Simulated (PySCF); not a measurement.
Start geometry of `OB([SiH2]SC)O` from GFN2-xTB (Å):
```
atom  x, y, z in Å
C1     2.2663   -0.3441   -0.1844
S2     1.5160    0.9555    0.8874
Si3   -0.3901    1.2618   -0.1062
B4    -1.3847   -0.3958   -0.3161
O5    -2.7611   -0.5165   -0.1136
O6    -0.7913   -1.5143   -0.7258
H7     2.4941    0.1172   -1.1528
H8     3.1680   -0.6588    0.2909
H9     1.5425   -1.1319   -0.2864
H10   -0.0591    1.9658   -1.3410
H11   -0.9786    2.2669    0.7948
H12   -3.2349    0.2571    0.2061
H13   -1.3814   -2.2797   -0.8245
```

What comes out of this run: PBE0-D3(BJ)/def2-SVP geometry optimisation, gas phase (PySCF)?

```
atom  x, y, z in Å
C1     2.197   -0.443   -0.176
S2     1.497    0.847    0.909
Si3   -0.274    1.336   -0.212
B4    -1.461   -0.315   -0.328
O5    -2.679   -0.441    0.269
O6    -0.964   -1.391   -0.993
H7     2.591   -0.004   -1.104
H8     3.025   -0.905    0.377
H9     1.450   -1.211   -0.419
H10    0.083    1.882   -1.562
H11   -0.928    2.428    0.580
H12   -2.964    0.347    0.739
H13   -1.566   -2.146   -0.943
```

The energy falls by 0.270 eV over 11 energy and gradient evaluations, the largest force component goes from 0.0552 to 3.0e-04 Eh/bohr, and the atoms move by 0.243 Å rms after alignment. The bond that changes most is Si3–B4 (SiH2 silicon to three-coordinate boron), which lengthens by 0.092 Å. Bonds longer at the end by more than 0.005 Å: 6 of 12; shorter: 3. Among the angles that change most is S2–Si3–H10, from 104.8° to 110.8°. Among the dihedrals that turn most is H11–Si3–B4–O5, from 25° to -2°. Rotational constants go from 3796, 1332, 1066 to 3490, 1344, 1111 MHz. The orientation of the end geometry is arbitrary; only internal coordinates are fixed.

The run used 127 basis functions and 75 SCF cycles in all. On one thread of an Arm Neoverse V1, no GPU, shared host with 32 logical CPUs at a one-minute load of 13, this took 68 s of wall time and 0.52 GiB of memory at its peak.

Not checked by PBE0-D3(BJ)/def2-SVP frequencies. One conformer, not necessarily the lowest.
